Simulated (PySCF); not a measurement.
**Worked example: oscillator strength and radiative lifetime**

C₅H₅Cl, SMILES C=CC=C=CCl.

Coordinates come from a PBE0-D3(BJ)/def2-SVP optimisation. This is a generated structure with no PubChem entry under its InChIKey; it may be hypothetical. Other conformers were not sampled.

TDDFT-PBE/def2-SVPD (PySCF 2.14.0) puts the first singlet state with f over 0.02 at 5.10 eV (vertical), with the transition dipole (-2.006, -0.487, 0.357) in atomic units.

Task: Find the oscillator strength, the wavelength and the radiative lifetime that this transition would have in vacuum if emission retraced absorption.

Result: 
|μ|² = 4.3887 au, so |μ| = 5.32 D. ΔE = 5.10/27.211 = 0.1874 hartree. f = (2/3) ΔE |μ|² = 0.548 (the program prints 0.548).
λ = 1239.84/5.10 = 243 nm; ν = 41134 cm⁻¹.
Einstein's coefficient A = 0.6670 ν² f s⁻¹ (ν in cm⁻¹) = 6.2e8 s⁻¹, so τ = 1/A = 1.6 ns. This state is S2; the lower singlet has f = 0.000. The figure is the radiative limit of this one transition; relaxation, internal conversion, crossing to triplets and a medium change what is measured.
